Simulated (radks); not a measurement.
Valence configurations of Ru (all share [Kr]). Calculated with a radial shooting solver on a logarithmic mesh with Libxc functionals: scalar-relativistic Kohn-Sham, SCAN, spin-polarised, spherical densities, finite nucleus; open shells are filled with parallel spins first (spin-orbit coupling, left out, can overturn this in heavy ions); meta-GGA in the generalised Kohn-Sham scheme; Fermi nuclear charge, rms radius 4.4809 fm. Energies are relative to 4d7 5s1; eigenvalues in eV for spin up.

valence          E (eV)  moment (Bohr magnetons)    e(4d)   e(5p)   e(5s)
4d7 5s1           0.000                        4   -6.246       -  -5.222
4d7 5s0.5 5p0.5   2.047                        4   -7.009  -1.591  -5.581
4d8               1.456                        2   -3.789       -       -
4d7.5 5s0.5       0.815                        3   -4.987       -  -4.353
4d6 5s1 5p1       3.039                        6  -10.441  -2.566  -7.109
4d5 5s1 5p2       7.501                        8  -14.651  -3.755  -8.984
4d5 5p3          12.840                        8  -15.813  -4.290       -
4d6.5 5s1.5       0.391                        4   -7.730       -  -5.672
4d6.5 5s0.5 5p1   3.554                        5   -8.988  -2.367  -6.752

NIST lists [Kr] 4d7 5s1 as the ground configuration; this level of theory agrees among the configurations tried. The energies are those of spherical high-spin densities, not of single terms. No valid solution was reached for [Kr] 4d6 5s2.
